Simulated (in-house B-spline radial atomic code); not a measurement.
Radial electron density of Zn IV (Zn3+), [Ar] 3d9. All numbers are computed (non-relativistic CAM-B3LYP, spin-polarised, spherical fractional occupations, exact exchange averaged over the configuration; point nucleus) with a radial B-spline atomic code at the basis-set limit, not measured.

Columns: r (bohr), 4πr²n(r) (electrons per bohr), bar.

```
 0.00232    1.086 #
 0.00277    1.507 ##
 0.00331    2.083 ##
 0.00395    2.854 ###
 0.00472    3.892 ####
 0.00564    5.259 ######
 0.00674    7.031 #######
 0.00806     9.29 ##########
 0.00963    12.07 #############
  0.0115     15.4 ################
  0.0137    19.17 ####################
  0.0164    23.39 #########################
  0.0196    27.65 #############################
  0.0234    31.52 #################################
   0.028    34.55 ####################################
  0.0335    36.14 ######################################
    0.04       36 ######################################
  0.0478    34.27 ####################################
  0.0571    31.69 #################################
  0.0682    29.54 ###############################
  0.0815    29.24 ###############################
  0.0974    31.58 #################################
   0.116    35.89 ######################################
   0.139    40.28 ##########################################
   0.166    41.71 ############################################
   0.199    38.38 ########################################
   0.237    31.42 #################################
   0.283    23.93 #########################
   0.339    19.68 #####################
   0.405    20.14 #####################
   0.483    22.96 ########################
   0.578    24.44 ##########################
    0.69     22.3 ########################
   0.825    17.14 ##################
   0.985    11.22 ############
    1.18    6.253 #######
    1.41    3.065 ###
    1.68    1.339 #
    2.01    0.497 #
     2.4   0.1555 
    2.87  0.03748
```

On this grid the curve has 3 maxima, near 0.0335, 0.166, 0.578 bohr.

The 3p up radial function P(r) = rR(r), positive near the nucleus:

```tsv
r (bohr)	P
0.00232	0.001547
0.00331	0.003102
0.00472	0.006176
0.00674	0.01222
0.00963	0.02388
0.0137	0.04548
0.0196	0.08523
0.028	0.1534
0.04	0.2616
0.0571	0.4123
0.0815	0.5788
0.116	0.6766
0.166	0.5608
0.237	0.1074
0.339	-0.6035
0.483	-1.177
0.69	-1.23
0.985	-0.8129
1.41	-0.3336
2.01	-0.07791
2.87	-0.008373
```
